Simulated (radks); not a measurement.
The numbers below are computed, except where a source is named.
Charge is removed step by step from the 2s down level of Eu, starting from [He] 2s(up 1, down 1) 2p6 3s2 3p6 3d10 4s2 4p6 4d10 4f7 5s2 5p6 6s2. Code: a radial shooting solver on a logarithmic mesh with Libxc functionals. Model: scalar-relativistic Kohn-Sham, LDA (Slater exchange, Perdew-Wang correlation), spin-polarised, spherical densities, finite nucleus; open shells are filled with parallel spins first (spin-orbit coupling, left out, can overturn this in heavy ions); Fermi nuclear charge, rms radius 5.1115 fm.

| removed (e) | E - E(0) (eV) | eigenvalue (eV) | E minus straight line (eV) |
|---|---|---|---|
| 0 | 0.000 | -7934.2 | 0.000 |
| 0.125 | 991.88 | -7952.8 | -8.200 |
| 0.25 | 1986.1 | -7971.4 | -14.072 |
| 0.375 | 2982.6 | -7990.0 | -17.607 |
| 0.5 | 3981.5 | -8008.8 | -18.798 |
| 0.625 | 4982.8 | -8027.5 | -17.638 |
| 0.75 | 5986.4 | -8046.3 | -14.122 |
| 0.875 | 6992.3 | -8065.2 | -8.244 |
| 1 | 8000.6 | -8084.1 | 0.000 |

Removing the whole electron costs 8000.6 eV by Delta-SCF, against 7934.2 eV from minus the eigenvalue at the starting occupation. Slater's transition state (half an electron removed) gives 8008.8 eV. Integrating minus the eigenvalue over the occupation (Janak's theorem) gives 8008.9 eV. In this scalar-relativistic scheme the density is built from large components alone, so the theorem holds only approximately. The mean slope of the eigenvalue, de/dn, is 150 eV per electron.
